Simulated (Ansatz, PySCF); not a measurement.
Gas-phase reaction in SMILES: NBN → [NH-]BN + H+
Each molecule is optimised on its own at B3LYP-D3(BJ)/def2-TZVP (Ansatz, a program for electronic structure), one conformer each, not searched for the lowest. Frequencies are from Ansatz.

Wanted: gas-phase deprotonation energy (0 K, with B3LYP-D3(BJ) harmonic zero-point energies), in kJ/mol. Correlated levels leave the core frozen unless marked. No spin-orbit coupling. No relativistic terms. Anions need diffuse functions: aug- sets have them; def2-D sets add few; the other sets have none. CBS marks a two-point X^-3 extrapolation of the correlation energy; Hartree-Fock from the larger set. [CCSD(T)-MP2]/basis is that difference in the basis named.

| level | program | gas-phase deprotonation energy (kJ/mol) |
|---|---|---|
| BLYP-D4/def2-TZVPD | Ansatz + dftd4 | 1591.4 |
| TPSS-D4/def2-TZVPD | PySCF + dftd4 | 1611.2 |

Task: Predict the RI-MP2/CBS(aug-cc-pVTZ,aug-cc-pVQZ)+[CCSD(T)-MP2]/aug-cc-pVTZ result (Ansatz).

Result: 1608.8 kJ/mol
